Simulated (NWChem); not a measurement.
Species: C5H11Si, doublet; SMILES [Si](C)(C)([C]=C)C

```xyz
17

C     -0.0133    -2.7499    -0.0006
C      0.2532    -1.4652    -0.0161
Si     0.0146     0.3621    -0.0008
C      0.9131     1.0586     1.4985
C      0.7397     1.0621    -1.5897
C     -1.8227     0.7807     0.1025
H      0.7738    -3.5195    -0.0482
H     -1.0445    -3.1391     0.0610
H      0.7969     2.1533     1.5471
H      1.9892     0.8305     1.4567
H      0.5129     0.6325     2.4317
H      1.8137     0.8339    -1.6691
H      0.2376     0.6380    -2.4732
H      0.6189     2.1569    -1.6226
H     -2.2726     0.3712     1.0203
H     -1.9702     1.8732     0.1100
H     -2.3726     0.3700    -0.7586
```
Atoms are numbered in this order, from 1.

Results from NWChem. Spin-unrestricted. All runs use the structure optimised with PBE0/def2-SVP, spin-unrestricted. Not confirmed as a minimum by frequencies. No stability test was run on the SCF state. Fermi-contact couplings, non-relativistic, static geometry.

For level BHandHLYP/pcJ-1:

```yaml
A(iso) 13C atom 1 (MHz): -69.2
A(iso) 13C atom 2 (MHz): 144
A(iso) 29Si atom 3 (MHz): 29.6
```

Problem. What are these values for level PBE0/pcJ-1?

Solution. A(iso) 13C atom 1 (MHz): -56.9
A(iso) 13C atom 2 (MHz): 115
A(iso) 29Si atom 3 (MHz): 23.8
